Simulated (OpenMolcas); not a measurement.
Re4+ with 6 ligands (water) in octahedral coordination (Th) at 1.99 Å. Ligand basis ANO-RCC-VDZP.
```
Re    0.0000    0.0000    0.0000
O     1.9900    0.0000    0.0000
H     2.5670    0.7797    0.0000
H     2.5670   -0.7797    0.0000
O     0.0000    1.9900    0.0000
H     0.0000    2.5670    0.7797
H     0.0000    2.5670   -0.7797
O    -1.9900    0.0000    0.0000
H    -2.5670    0.7797    0.0000
H    -2.5670   -0.7797    0.0000
O     0.0000   -1.9900    0.0000
H     0.0000   -2.5670    0.7797
H     0.0000   -2.5670   -0.7797
O     0.0000    0.0000    1.9900
H     0.7797    0.0000    2.5670
H    -0.7797    0.0000    2.5670
O     0.0000    0.0000   -1.9900
H     0.7797    0.0000   -2.5670
H    -0.7797    0.0000   -2.5670
```

- Program: OpenMolcas 26.06
- Method: SS-CASPT2, IPEA 0.25 Eh, imaginary shift 0.1 Eh (closed shells correlated: 5s 5p and the ligand valence shells)
- Basis: ANO-RCC-VDZP [7s6p4d2f1g]
- Scalar Hamiltonian: DKH2, point nucleus
- Active space: 3 electrons in 5 orbitals (5d)
- State averaging: 2S+1 = 4 even, 10 roots; 2S+1 = 2 even, 40 roots
- Spin-orbit coupling: state interaction with AMFI integrals over the reference wave functions

Task: What is the spin-free ground state (labels of O, taken over from Oh, the nearest higher group)?

Result: 4A2, 1-fold in its orbital part; it has the highest spin that d3 allows.

Task: Where is the first state of the same spin?

Result: 4T2 at 39100 cm-1 above the ground state.

Task: What are the lowest two levels with spin-orbit coupling?

Result: A 4-fold level Γ8, then a 4-fold level Γ8 10430 cm-1 above it. Their leading multiplicities are 4 (95 %) and 2 (96 %).

Task: What is χT at 300 K, and how does it compare with the textbook value?

Result: The lowest level has 2S+1 = 4, for which the spin-only value is χT = S(S+1) / 2 = 1.875 cm3 K/mol (g = 2). The computed 1.438 at 300 K differs by -0.437, through orbital momentum, spin-orbit coupling and any other state in reach.

Roots that are degenerate in the reference are averaged as groups; the widest CASPT2 spread within a group is 220 cm-1 (the 3-fold group of multiplicity 2 near 53100 cm-1 above the lowest state of its run). Shifts and gaps below about the spread of the groups concerned are not significant. Over all roots computed the reference weight is 0.70 to 0.71; a low but even weight reflects the number of correlated electrons. The least metal-like active orbital is 74 % on the metal (Löwdin) and no ligand orbital is active, so the numbers are rough. Ligand-to-metal charge-transfer states are missing. With no ligand orbital active B as a rule stays too high, so bands that hang on it stand too high and its fall with covalency is understated. With one d shell and no ligand orbital active, 10Dq can be off by a tenth or more. No measured value stands beside these numbers; the geometry was imposed, not optimised, and the real ion may take another.
